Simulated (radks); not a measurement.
Results of a calculation; reference values are marked as such.
Q: Species: Ru XL. Configuration: [He] 2s2 2p1. Level of theory: Dirac Kohn-Sham, PBE, spin-unpolarised, spherical densities, finite nucleus; open shells fill j = l - 1/2 first; Fermi nuclear charge, rms radius 4.4809 fm (a radial shooting solver on a logarithmic mesh with Libxc functionals). Some entries of the table are withheld. Estimate them.

orbital  occ.  eigenvalue (eV)  <1/r> (bohr^-1)  r(max) (bohr)
1s1/2       2        -25218.22            46.01            (1)
2s1/2       2        -5891.521            11.20         0.1186
2p1/2       1              (2)              (3)        0.09097
2p3/2       0              (4)              (5)        0.09462
3s1/2       0        -2513.657            4.796         0.3058
3p1/2       0              (6)            4.764         0.2842
3p3/2       0              (7)            4.601         0.2903

A: 
(1) 1s1/2 r(max) (bohr): 0.02168
(2) 2p1/2 eigenvalue (eV): -5767.000
(3) 2p1/2 <1/r> (bohr^-1): 11.13
(4) 2p3/2 eigenvalue (eV): -5613.447
(5) 2p3/2 <1/r> (bohr^-1): 10.56
(6) 3p1/2 eigenvalue (eV): -2473.394
(7) 3p3/2 eigenvalue (eV): -2429.748
